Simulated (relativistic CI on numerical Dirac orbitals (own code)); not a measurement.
Computed by Dirac-Coulomb-Breit CI, separate exchange-only KLI orbitals for each configuration, model QED (radiative potential, 1s self-energy scaled to tabulated hydrogen-like ionisation energies), unscaled Slater integrals (own radial code, finite nucleus).

Configurations in the expansion (outside the closed core [Ar] 3d10): 4s2.4p5, 4s.4p6, 4s2.4p4.4d, 4s.4p5.4d, 4s2.4p4.4f, 4s.4p5.4f, 4p6.4d, 4s.4p4.4d2, 4s2.4p4.5s, 4s2.4p3.4d.4f, 4s2.4p4.5p, 4p6.4f, 4p6.5s, 4s.4p5.5s, 4s2.4p4.5d, 4s.4p4.4d.5s, 4s.4p5.5p, 4s2.4p3.4f.5s, 4p5.4d.4f, 4s2.4p4.5f, 4s2.4p4.6s, 4s2.4p4.5g, 4s2.4p4.6p, 4s.4p5.5d, 4s.4p4.4f2, 4s2.4p4.6d, 4s.4p4.5s2, 4s2.4p3.4d2, 4s2.4p2.4d3, 4s.4p3.4d3, 4s2.4p2.4d2.4f, 4s.4p3.4d2.4f, 4s2.4p2.4d2.5s, 4p5.4d2, 4p4.4d3, 4p4.4d2.4f, 4p4.4d2.5s, 4s2.4p3.5s2, 4s2.4p2.4d.5s2, 4s.4p3.4d.5s2, 4s2.4p2.4f.5s2, 4s.4p3.4f.5s2, 4p5.4d.5s, 4p4.4d.4f.5s, 4p4.4d.5s2. Double excitations out of closed p, d and f shells are left out; levels of such configurations are missing from the list, as are those of other unlisted configurations, and high levels can miss mixing partners. These lack a partner that the ground configuration has and come out too high: 4s2.4p4.5p, 4s.4p5.5s, 4s2.4p4.5d, 4s.4p5.5p, 4s2.4p4.5f.

At this charge energies of transitions that change n are usually good to better than 1 %, and those within a shell (Δn = 0) to a few per cent.

Outline of the computed level scheme of In XV. Lowest level of each configuration: 4s2.4p5 2P°_3/2 at 0.000 eV; 4s.4p6 2S_1/2 at 48.392 eV; 4s2.4p4.4d 4D_5/2 at 62.489 eV; 4s.4p5.4d 4P°_1/2 at 109.632 eV.

Some strong electric-dipole decays among the lowest 45 levels: 4s2.4p4.4d 2D_3/2 → 4s2.4p5 2P°_1/2 (4.6e+11 s⁻¹); 4s2.4p4.4d 2D_5/2 → 4s2.4p5 2P°_3/2 (4.0e+11 s⁻¹); 4s2.4p4.4d 2S_1/2 → 4s2.4p5 2P°_3/2 (3.8e+11 s⁻¹); 4s2.4p4.4d 2P_3/2 → 4s2.4p5 2P°_3/2 (3.8e+11 s⁻¹); 4s2.4p4.4d 2P_1/2 → 4s2.4p5 2P°_1/2 (3.3e+11 s⁻¹); 4s2.4p4.4d 2D_5/2 → 4s2.4p5 2P°_3/2 (9.4e+10 s⁻¹); 4s2.4p4.4d 2P_1/2 → 4s2.4p5 2P°_3/2 (4.0e+10 s⁻¹); 4s2.4p4.4d 2S_1/2 → 4s2.4p5 2P°_1/2 (3.4e+10 s⁻¹).

LS names give the leading component of a level, which can be under half, so a name can repeat, a term be missing and a line seem to break the LS rules.
